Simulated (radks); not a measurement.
Problem. These are the eigenvalues of the occupied orbitals of an atom or ion with whole-number occupations (hartree). All-electron calculation, scalar-relativistic Kohn-Sham, r2SCAN, spin-polarised, spherical densities, finite nucleus; meta-GGA in the generalised Kohn-Sham scheme; Fermi nuclear charge, rms radius of each element as measured or else 0.836 A^(1/3) + 0.57 fm. Program: a radial shooting solver on a logarithmic mesh with Libxc functionals.

1s down: -2886.601
1s up: -2886.600
2s up: -509.7106
2s down: -509.6923
2p up: -441.9646
2p down: -441.9503
3s up: -121.5724
3s down: -121.5701
3p up: -101.7550
3p down: -101.7512
3d up: -80.20848
3d down: -80.19755
4s up: -27.84684
4s down: -27.83222
4p up: -21.31805
4p down: -21.30547
4d up: -13.34500
4d down: -13.32984
5s up: -5.73180
5s down: -5.62790
4f up: -4.50354
4f down: -4.48036
5p up: -4.01257
5p down: -3.88096
5d up: -2.00631
5d down: -1.85172

Which element is it, and in what charge state? The configuration may be excited. Open shells, if any, are filled with parallel spins first.

Solution. Z = 78, platinum, charge +4: Pt4+ in [Xe] 4f14 5d6. The list shows which subshells hold electrons but not how many an open one holds; the 1s level, -2886.6 hartree, gives Z - s = 76.0 by -(Z - s)^2/2, which with screening and relativity narrows Z to a few neighbours, and the depths of the outer levels then fix element, charge and occupations together.
